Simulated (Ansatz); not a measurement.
`O=C=[N][GeH]([F])[Cl]` + H–F → `[F][GeH]([F])[Cl]` + `N=C=O` at 298.15 K and 1 bar (ligand exchange at a Ge–N bond).

Gas-phase electronic energies from Ansatz, PBE0-D4/def2-TZVP geometries. CCSD(T)/CBS is the MP2 limit (def2-TZVPP, def2-QZVPP) plus CCSD(T) − MP2 in def2-TZVPP, frozen cores. This one scheme is used for every species. For Ge outer-core shells are correlated without core-valence functions, which leaves a few kJ/mol of doubt a bond. Scalar relativity is left out up to krypton. Each species was taken in one conformer, which may not be the lowest.

| species | CCSD(T)/CBS energy (Eh) | H − E (kJ/mol) | S (J/(mol·K)) |
| --- | --- | --- | --- |
| `O=C=[N][GeH]([F])[Cl]` | -2804.31074 | 89.0 | 375.2 |
| H–F | -100.39570 | 33.5 | 173.6 |
| `[F][GeH]([F])[Cl]` | -2736.19042 | 53.3 | 315.5 |
| `N=C=O` | -168.51995 | 67.5 | 238.3 |

H − E and S are ideal-gas, rigid-rotor, harmonic terms from PBE0-D4/def2-TZVP, for one conformer and one mirror image of each species. 1 Eh = 2625.50 kJ/mol, R = 8.31446 J/(mol·K).

By hand: ΔE, ΔH, ΔS and ΔG.

ΔE = (-2736.19042) + (-168.51995) − (-2804.31074) − (-100.39570) = -0.00393 Eh = -10.3 kJ/mol. Δ(H − E) = 53.3 + 67.5 − 89.0 − 33.5 = -1.7, so ΔH = -12.0 kJ/mol. ΔS = 315.5 + 238.3 − 375.2 − 173.6 = 5.0 J/(mol·K). ΔG = -12.0 − 298.15 × (5.0)/1000 = -13.5 kJ/mol.

By hand: the equilibrium constant, and the temperature at which ΔG would vanish if ΔH and ΔS stayed fixed.

log₁₀ K = −ΔG/(RT ln 10) = 2.4. ΔH and −TΔS have one sign here, so there is no such temperature.

The number of gas molecules stays the same, so ΔS is small and ΔH decides. A doubt of 5 kJ/mol in ΔE shifts log₁₀ K by 0.9 here. Other conformers and mirror images would add mixing entropy, several J/(mol·K) or more a flexible species. Modes under 60 cm⁻¹, often nearly free rotors, make the harmonic entropy too high. These are equilibria of isolated gas molecules and say nothing of rates. Largest T1 diagnostic: 0.018 (customary marks: 0.02 for closed shells, 0.045 for open ones).

ΔS is within the doubt of such terms, so its sign, and with it that verdict, could turn.
